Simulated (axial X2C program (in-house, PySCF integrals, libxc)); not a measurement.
Low determinants of SnCl at the PBE0 level, without spin–orbit coupling

Calculated with an in-house relativistic program for diatomic molecules. Spin-free means the one-electron spin-free X2C Hamiltonian. Basis: Sn dyall-cv3z [11s12p9d4f1g], Cl dyall-av3z [9s8p3d2f] (cores contracted in-house); Gaussian nuclei, density fitting, unrestricted open shells. Masses: Sn 119.902 u, Cl 34.969 u.

Search at 2.390 Å (vertical energies from the lowest determinant):

```csv
ΔE (eV),state,electrons beyond evenly filled partner blocks,"electrons in σ, π, δ, φ"
0.00,"M_S = 1/2, Λ = 1",π+α,30 29 8 0
2.37,"M_S = 1/2, Λ = 0",σα,31 28 8 0
3.34,"M_S = 3/2, Λ = 0","σα, π+α, π-α",29 30 8 0
4.11,"M_S = 1/2, Λ = 0","σβ, π+α, π-α",29 30 8 0
4.53,"M_S = 1/2, Λ = 0","σα, π+β, π-α",29 30 8 0
4.66,"M_S = 3/2, Λ = 1","2 × π+α, π+β, 2 × π-α",30 29 8 0
```

Lowest determinant, M_S = 1/2, Λ = 1 (beyond evenly filled blocks: π+α): Re = 2.373 Å, ωe = 346.7 cm⁻¹.

The determinant in row 2 of the search, M_S = 1/2, Λ = 0 (beyond evenly filled blocks: σα), was followed along the bond at PBE0; measured from the minimum of the lowest determinant it gives:

Te = 2.149 eV (17332 cm⁻¹), Re = 2.644 Å, ωe = 226.1 cm⁻¹.

Compare the bond of the determinant in row 2 with that of the lowest one.

At PBE0 its Re is 0.271 Å longer and its force constant, which goes as ωe², is 0.43 times that of the lowest determinant. T0 ≈ Te + Δωe/2 = 17332 + (-60) = 17272 cm⁻¹.

The search compares states at one distance, so a state with another bond length can lie lower; it is not exhaustive and yields mostly the lowest determinant of each block pattern, so other components and higher states of one pattern are missing. These are energies of single determinants, not of spin-adapted states; PBE0 term energies can be off by some tenths of an eV, and the functional has no current term.
